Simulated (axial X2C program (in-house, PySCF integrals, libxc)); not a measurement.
## Spin–orbit effects along a row: molecules with C, PBE0

Computed with an axial X2C code built on PySCF integrals, spin-free (one-electron X2C) or two-component (2c: spin–orbit coupling with atomic mean-field Coulomb and Gaunt terms, which also bring small scalar terms), in Dyall basis sets with cores contracted in-house; open shells are unrestricted.

Basis sets: B dyall-v3z, Be dyall-cv3z, C dyall-v3z, F dyall-av3z, Li dyall-cv3z, N dyall-av3z, O dyall-av3z.

```
molecule   spin-free state  Re (Å)  ωe (cm⁻¹)  De (eV)  2c state  Re 2c (Å)  ωe 2c (cm⁻¹)  De 2c (eV)
     LiC  M_S = 3/2, Λ = 0   1.876      697.3     2.69   Ω = 3/2      1.876         697.2        2.69
     BeC    M_S = 1, Λ = 0   1.665      930.7     2.62     Ω = 1      1.665         930.7        2.62
      BC  M_S = 3/2, Λ = 0   1.478     1210.8     4.71   Ω = 3/2      1.478        1210.7        4.71
      CN  M_S = 1/2, Λ = 0   1.160     2180.7     7.73   Ω = 1/2      1.160        2180.6        7.74
      CO    M_S = 0, Λ = 0   1.124     2234.6    11.05     Ω = 0      1.124        2234.5       11.05
      CF  M_S = 1/2, Λ = 1   1.268     1334.6     5.74   Ω = 1/2      1.268        1334.8        5.75
```

Each entry is the lowest single determinant of a limited PBE0 search at one distance. De goes to single-determinant-based atoms at the same level (for ions the charge split of lowest energy) and is withheld (n/a) where an atom does not fit its ground term or J level. Main or longest-lived isotopes. One determinant is a doubtful description, or other states lie close, for LiC, BeC, BC; these need not be ground states, and all values refer to the states named. Some open-shell Ω = 0 determinants are out of reach, so the Ω given for BeC need not be the lowest component. With several unpaired electrons the Ω given is that of one determinant, not necessarily of the lowest component. Some light 2c atoms are not at their ground J level, so De misses part of their lowering (0.04 eV or less). The functionals have no current term, which raises determinants with orbital currents.
